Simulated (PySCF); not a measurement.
Species: C3H14BOPSi2.
Structure used (PBE0-D3(BJ)/def2-SVP), in Å, numbered top down from 1:
```
atom  x, y, z in Å
B1     3.0704    1.3323   -0.2413
P2     2.5534    0.1563   -1.5695
Si3    1.5713   -1.6039   -0.5626
O4     0.2677   -1.0385    0.2539
Si5   -1.1306   -0.1082    0.3130
C6    -1.1866    0.6584    2.0161
C7    -1.0641    1.2055   -1.0183
C8    -2.5749   -1.2651    0.0322
H9     4.1054    1.9460   -0.3282
H10    2.2831    1.5741    0.6423
H11    3.7355   -0.3575   -2.1668
H12    2.4873   -2.2908    0.3920
H13    1.1929   -2.5718   -1.6378
H14   -2.0978    1.2621    2.1528
H15   -0.3162    1.3145    2.1737
H16   -1.1713   -0.1185    2.7960
H17   -1.9815    1.8159   -0.9974
H18   -0.2049    1.8791   -0.8764
H19   -0.9779    0.7600   -2.0218
H20   -2.5059   -1.7440   -0.9575
H21   -3.5351   -0.7276    0.0810
H22   -2.5912   -2.0613    0.7927
```

Computed with PySCF at PBE0/pcSseg-1, non-relativistic, on one gas-phase PBE0-D3(BJ)/def2-SVP geometry that isn't relaxed in the solvent. The solvent is an IEF-PCM continuum (Bondi radii, 1.10 Å for H, scaled by 1.2). The model holds no explicit solvent molecules, cavitation or dispersion.

Gas phase at PBE0/pcSseg-1: HOMO -7.25 eV, LUMO -1.66 eV, dipole 0.98 D.

**Question.** What does the continuum do to the energy, the frontier levels and the dipole at PBE0/pcSseg-1 in chloroform and acetone?

**Answer.** 
```tsv
solvent	ε	E(solvent) − E(gas) (kJ/mol)	polarisation term (kJ/mol)	distortion of the solute (kJ/mol)	HOMO (eV)	LUMO (eV)	dipole (D)
chloroform	4.711	-7.47	-7.97	0.50	-7.23	-1.64	1.10
acetone	20.49	-10.25	-11.27	1.02	-7.25	-1.65	1.14
```

The first energy column is the sum of the next two and covers electrostatics alone. From chloroform to acetone the lowering changes by a factor 1.37, Onsager's factor (ε − 1)/(2ε + 1) by 1.30 and ε itself by 4.3.

**Question.** Give the dipole vector in the frame of the coordinates (D, pointing from negative to positive charge), gas and acetone.

**Answer.** Gas (-0.84, -0.52, 0.00), solvent (-0.90, -0.69, -0.10). Its length changes by +17 % and its direction by 8°.

**Question.** Which Mulliken charges (PBE0/pcSseg-1) respond most in acetone (means over atoms taken as equivalent)?

**Answer.** 
```tsv
atoms	environment	gas (e)	solvent (e)	change
P2	three-coordinate phosphorus	-0.339	-0.372	-0.033
H11	P–H hydrogen	+0.083	+0.109	+0.026
C6/C7/C8	Si-methyl carbon	-0.648	-0.668	-0.020
Si5	oxygen-bound silicon	+1.112	+1.129	+0.017
Si3	oxygen-bound silicon	+0.753	+0.765	+0.012
O4	siloxane oxygen	-0.770	-0.779	-0.009
```

**Question.** How do the nuclear quadrupole coupling constants eQVzz/h respond in acetone?

**Answer.** 
| nucleus | Q (barn) | gas (MHz) | solvent (MHz) | η gas | η solvent |
| --- | --- | --- | --- | --- | --- |
| 11B at B1 | 0.04059 | 4.96 | 4.97 | 0.18 | 0.17 |
| 17O at O4 | -0.0256 | -6.87 | -6.81 | 0.14 | 0.14 |
